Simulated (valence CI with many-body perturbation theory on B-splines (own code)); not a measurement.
The numbers below are computed, except where a source is named.
## Fe19+: magnetic and hyperfine properties of the levels

Method: valence CI with perturbative core correlation (CI+MBPT): five valence electrons over a frozen Dirac-Fock core [He], radial functions for each j: 11 s, 11 p, 10 d, 8 f, 5 g, 2 h, with the one-electron correlation potential Σ1 (screened to all orders), the two-electron term Σ2, the three-electron term Σ3, Breit, model QED; selected single and double excitations, second order for the rest, scaled by the run's own slope (own B-spline code, finite nucleus).

No measured levels were compared; by estimate levels of excited configurations hold to 0.05 to 0.15 % of their energy, terms of the ground configuration to about 0.5 %. Among the levels kept, up to 5400 cm⁻¹ of a level comes from second order outside the variational space, and about a tenth of that is noise between levels of different J, which matters for small intervals.

A/g_I is the dipole constant over the nuclear g factor μ/I (μ in nuclear magnetons, uniformly magnetised nucleus), B/Q the quadrupole constant per barn. Both hold the static response of the core; the bare values leave it out. Large factors of s and p1/2 electrons are usually good to 5 to 10 %; those of open d and f shells near neutrality can be off by tens of per cent, and small factors of p3/2, d and f electrons come from cancelling terms and can be off by a factor of two or in sign, in half-filled shells by more. B is blank for J = 1/2, where it vanishes, and for nearly pure S terms. Energies count from the lowest level.

Names give the largest LS component (configuration and term), which can be under half, so a name can repeat, a term be missing and a line seem to break the LS rules; names also repeat where a configuration has a term twice. Letters in brackets count levels of one name in rising energy.

| Level | E (eV) | g | A/g_I (MHz) | A/g_I bare | B/Q (MHz/b) | B/Q bare |
| --- | --- | --- | --- | --- | --- | --- |
| 2s²2p³ ⁴S°_3/2 | 0.00 | 1.906 | 5350 | 9370 | 5800 | 5830 |
| 2s²2p³ ²D°_3/2 | 17.22 | 0.985 | 23600 | 23800 | 49600 | 49800 |
| 2s²2p³ ²D°_5/2 | 21.87 | 1.196 | 51100 | 51900 | -407 | -409 |
| 2s²2p³ ²P°_1/2 | 32.32 | 0.661 | 146000 | 144000 |  |  |
| 2s²2p³ ²P°_3/2 | 40.13 | 1.234 | 29200 | 30400 | -56000 | -56200 |
| 2s2p⁴ ⁴P_5/2 | 93.35 | 1.586 | 115000 | 114000 | 46800 | 47000 |
| 2s2p⁴ ⁴P_3/2 | 101.77 | 1.718 | 93700 | 94400 | -40000 | -40200 |
| 2s2p⁴ ⁴P_1/2 | 104.48 | 2.632 | 240000 | 240000 |  |  |
| 2s2p⁴ ²D_3/2 | 129.33 | 0.838 | -31500 | -29100 | -64600 | -64900 |
| 2s2p⁴ ²D_5/2 | 131.29 | 1.208 | 138000 | 136000 | -97000 | -97400 |
| 2s2p⁴ ²S_1/2 | 148.30 | 1.696 | 307000 | 299000 |  |  |
| 2s2p⁴ ²P_3/2 | 154.15 | 1.302 | 1470 | 5000 | 44200 | 44400 |
| 2s2p⁴ ²P_1/2 | 166.26 | 1.000 | 229000 | 221000 |  |  |
| 2p⁵ ²P°_3/2 | 242.44 | 1.330 | 24200 | 26900 | -48700 | -49000 |
| 2p⁵ ²P°_1/2 | 255.79 | 0.661 | 147000 | 143000 |  |  |
| 2s²2p²3s ⁴P_1/2 | 887.39 | 2.346 | 107000 | 106000 |  |  |
| 2s²2p²3s ⁴P_3/2 | 895.64 | 1.707 | 34000 | 35100 | 36600 | 36700 |
| 2s²2p²3s ²P_1/2 | 899.35 | 0.998 | -26800 | -24500 |  |  |
| 2s²2p²3s ⁴P_5/2 | 900.87 | 1.518 | 62500 | 63300 | -22200 | -22300 |
| 2s²2p²3s ²P_3/2 | 904.71 | 1.171 | 43000 | 44900 | -11400 | -11400 |
| 2s²2p²3p ⁴D°_1/2 | 912.35 | 0.749 | 39100 | 38900 |  |  |
| 2s²2p²3s ²D_5/2 | 917.61 | 1.277 | 56900 | 56800 | 73200 | 73500 |
| 2s²2p²3p ⁴D°_3/2 [a] | 917.81 | 1.323 | 8200 | 8960 | 15900 | 16000 |
| 2s²2p²3s ²D_3/2 | 918.86 | 0.979 | 18200 | 19600 | 36200 | 36400 |
| 2s²2p²3p ²S°_1/2 | 920.13 | 1.401 | -13600 | -10700 |  |  |
| 2s²2p²3p ⁴D°_3/2 [b] | 923.71 | 1.273 | 34400 | 35600 | -14500 | -14600 |
| 2s²2p²3p ⁴D°_5/2 | 925.01 | 1.382 | 9980 | 11300 | 31800 | 31900 |
| 2s²2p²3p ⁴P°_1/2 | 926.56 | 2.261 | -34200 | -30200 |  |  |
| 2s²2p²3p ⁴P°_5/2 | 927.35 | 1.360 | 37300 | 38600 | 746 | 766 |
| 2s²2p²3p ²D°_3/2 [a] | 928.96 | 1.162 | 37400 | 37500 | -26500 | -26600 |
| 2s²2p²3p ⁴D°_7/2 | 930.21 | 1.376 | 30100 | 31200 | -11900 | -12000 |
| 2s²2p²3p ⁴S°_3/2 | 933.21 | 1.811 | 34800 | 37100 | 6240 | 6280 |
| 2s²2p²3s ²S_1/2 | 934.02 | 1.987 | 124000 | 122000 |  |  |
| 2s²2p²3p ²P°_3/2 [a] | 936.02 | 1.328 | 20800 | 22600 | 16000 | 16100 |
| 2s²2p²3p ²D°_5/2 [a] | 936.68 | 1.241 | 36900 | 37800 | 3130 | 3140 |
| 2s²2p²3p ²P°_1/2 [a] | 939.29 | 0.850 | 83300 | 82900 |  |  |
| 2s²2p²3p ²F°_5/2 | 945.82 | 1.081 | 35000 | 35200 | 44100 | 44300 |
| 2s²2p²3d ⁴F_3/2 | 947.05 | 0.662 | 8550 | 7920 | -624 | -586 |
| 2s2p³3s ⁶S°_5/2 | 947.24 | 1.955 | 115000 | 116000 |  |  |
| 2s²2p²3p ²F°_7/2 | 947.67 | 1.191 | 26800 | 27200 | 90200 | 90600 |

Question: Take the isotope of mass number 57, with I = 1/2, μ = 0.09064 μN. What is the hyperfine structure of 2s2p⁴ ⁴P_1/2?

Answer: From the table A = 43500 MHz. Shifts from the centre of gravity in MHz: F = 0: -32600, F = 1: 10900.
